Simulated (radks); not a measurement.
Values are calculated unless marked as measured or tabulated.
Question: Mean orbital radii <r> (bohr) of the rubidium ion Rb3+, [Ar] 3d10 4s2 4p4, of relativity; Dirac values are averaged over j with weights 2j + 1. Spin-unpolarised spherical Kohn-Sham, PBE, point nucleus unless stated (finite: rms radius 4.2036 fm), a radial shooting solver on a logarithmic mesh with Libxc functionals. A level marked "c x" has the speed of light scaled by that factor and shares open shells by 2j + 1; other Dirac levels either fill j = l - 1/2 first or share by 2j + 1.

| shell | non-rel. |
|---|---|
| 1s | 0.04129 |
| 2s | 0.1822 |
| 2p | 0.1569 |
| 3s | 0.5215 |
| 3p | 0.5231 |
| 3d | 0.5221 |
| 4s | 1.416 |
| 4p | 1.580 |

Give the values at the level "Dirac, low j first".

Answer: 
shell  Dirac, low j first  change of magnitude (%)
1s                0.04029                    -2.41
2s                 0.1775                    -2.58
2p                 0.1550                    -1.23
3s                 0.5101                    -2.18
3p                 0.5181                    -0.94
3d                 0.5239                    +0.34
4s                  1.392                    -1.72
4p                  1.573                    -0.43
